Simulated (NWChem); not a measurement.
InHOF2; SMILES [OH][In]([F])[F]

```xyz
5

In     0.0176     0.0003     0.0000
F     -1.9156     0.2459     0.0000
F      1.0694     1.6285     0.0000
O      0.8266    -1.8007     0.0000
H      0.1393    -2.4796     0.0000
```
Atoms are numbered in this order, from 1.

Coordinates come from a PBE0/def2-SVP optimisation. Not confirmed as a minimum by frequencies. def2 effective core potentials on In; no spin-orbit coupling.

Symmetry labels are those of Cs in the frame above (b1 and b2, or b-type labels, depend on it).

Task: List the 4 lowest vertical singlet excitations from CAM-B3LYP/def2-SVPD with def2 effective core potentials on In, TDA (NWChem).

Result: 
```csv
state,energy (eV),oscillator strength,symmetry,leading excitation (squared amplitude)
S1,5.17,0.016,a",HOMO → LUMO (0.97)
S2,6.15,0.120,a',HOMO−1 → LUMO (0.78)
S3,6.48,0.000,a",HOMO−3 → LUMO (0.95)
S4,6.48,0.026,a',HOMO−2 → LUMO (0.84)
```
